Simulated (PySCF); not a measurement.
## Dipole response of N (nitrogen, neutral)

[He] 2s2 2p3, high-spin 4S determinant. Computed with PySCF 2.14 in aug-cc-pCVQZ-DK, with scalar relativity by spin-free X2C-1e. Coupled (time-dependent) response in atomic units; α is the mean over directions.

| method | mean α (bohr³) | C₆ (like pair) | S(−4) |
| --- | --- | --- | --- |
| UHF | 7.166 | 23.27 | 28.19 |
| PBE | 8.247 | 28.38 | 37.13 |
| PBE0 | 7.755 | 26.21 | 31.58 |
| wB97X | 7.716 | 26.14 | 30.70 |
| MN15 | 7.861 | 26.37 | 33.21 |

S(−4) is the Cauchy moment in α(ω) = α(0) + S(−4) ω² + …

Reference α: 7.4 ± 0.2 bohr³ (recommended; Schwerdtfeger and Nagle, table of static dipole polarizabilities (2023 update)). Published C₆: 24.20 (Chu and Dalgarno (2004); Tang, Norbeck and Certain (1976)).

α(iu) at UHF:

```
u (hartree)  α(iu) (bohr³)
          0          7.166
     0.0500          7.097
      0.100          6.900
      0.200          6.248
      0.300          5.471
      0.500          4.084
      0.750          2.885
       1.00          2.118
       1.50          1.262
       2.00         0.8301
       3.00         0.4343
       5.00         0.1796
```

A single London oscillator, α(iu) = α/(1 + u²/ω²), gives C₆ = (3/4) ω α². Matching the computed C₆ needs ω = 4 × 23.27 / (3 × 7.166²) = 0.604 hartree.
